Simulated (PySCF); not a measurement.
A side-by-side comparison of computed properties.

First species: C₄H₁₁NOSi₃.
Z-matrix (Å and degrees, GFN2-xTB geometry), rows numbered from 1:
```
C 
C   1  1.3244
Si  2  1.8836  1  124.89
O   3  1.6207  2  112.38  1    10.61
Si  4  1.6215  3  158.33  2   -16.70
C   5  1.8823  4  114.81  3    60.39
C   6  1.3317  5  115.63  4  -121.58
Si  7  1.8828  6  115.64  5     1.07
N   8  1.7315  7   95.53  6     1.59
H   1  1.0787  2  121.28  3    -0.45
H   1  1.0806  2  122.85  3   179.76
H   2  1.0845  1  118.33  3  -179.57
H   3  1.4672  2  110.58  1  -107.65
H   3  1.4655  2  110.86  1   126.94
H   5  1.4607  4  103.37  3  -171.00
H   6  1.0831  5  122.95  4    59.12
H   7  1.0831  6  121.54  5  -179.56
H   8  1.4681  7  113.12  6  -114.71
H   8  1.4696  7  113.62  6   117.79
H   9  1.0038  5  121.20  4   -58.28
```

Second species: C₅H₆F₄O.
InChI=1S/C5H6F4O/c6-1-2-3(4(7)8)5(9)10-2/h2-5H,1H2/t2-,3+,5+/m0/s1

Levels: PBE0/pcSseg-1 for HOMO energy, LUMO energy and HOMO–LUMO gap. Geometries: GFN2-xTB. All species are isolated and taken at one optimised geometry, non-relativistic unless stated. Electronic properties by PySCF.

The conformers computed, where there is a choice (atom-mapped SMILES and torsion angles):
- `[F:1][CH2:2][C@@H:3]1[O:4][C@@H:5]([F:6])[C@H:7]1[CH:8]([F:9])[F:10]`: F1–C2–C3–O4 66°, C5–C7–C8–F9 152°

The conformers of `C=C[SiH2]O[Si@@H]1C=C[SiH2]N1` aren't listed.

| property | column X | column Y |
| --- | --- | --- |
| HOMO energy | -8.74 eV | -7.43 eV |
| LUMO energy | 1.36 eV | -0.79 eV |
| HOMO–LUMO gap | 10.10 eV | 6.64 eV |

Task: Which column belongs to which species?

Result: Column X is the second species and column Y the first. The first has 20 atoms and 92 electrons, the second 16 and 80.

Task: How does each property change from the first species to the second?

Result: HOMO energy -1.31 eV; LUMO energy +2.15 eV; HOMO–LUMO gap +3.46 eV.

